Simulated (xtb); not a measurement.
Zn(SH)(GeH3) (GeH4SZn), SMILES [SH][Zn][GeH3]. All values are semi-empirical tight-binding results from xtb (GFN2-xTB unless named), good for trends rather than for accurate numbers. The structure is a stationary point at GFN2-xTB. One conformer was computed; it need not be the lowest.

Optimised geometry:

Bonded distances (Å): Zn1–S2 2.259, Zn1–Ge4 2.397, S2–H3 1.319, Ge4–H5 1.502, Ge4–H6 1.500, Ge4–H7 1.504. Bond angles (°): S2–Zn1–Ge4 155.5, Zn1–S2–H3 99.4, Zn1–Ge4–H5 116.2, Zn1–Ge4–H6 118.1, Zn1–Ge4–H7 114.1, H5–Ge4–H6 101.7, H5–Ge4–H7 102.2, H6–Ge4–H7 102.2.
Charge 0, spin multiplicity 1.

A frequency run showed that this geometry is not a minimum.

For metal compounds this method's bond lengths and energies can be far off.

Computed properties:
```
Property      Result
-----------  -------
orbital gap  3.81 eV
```

Computed atomic charges and the Wiberg bond orders between heavy atoms:
charges (e) Zn1 0.26, S2 -0.45, H3 0.18, Ge4 0.04, H5 -0.01, H6 -0.01, H7 0.00. Bond orders Zn1–S2 0.84, Zn1–Ge4 0.66.
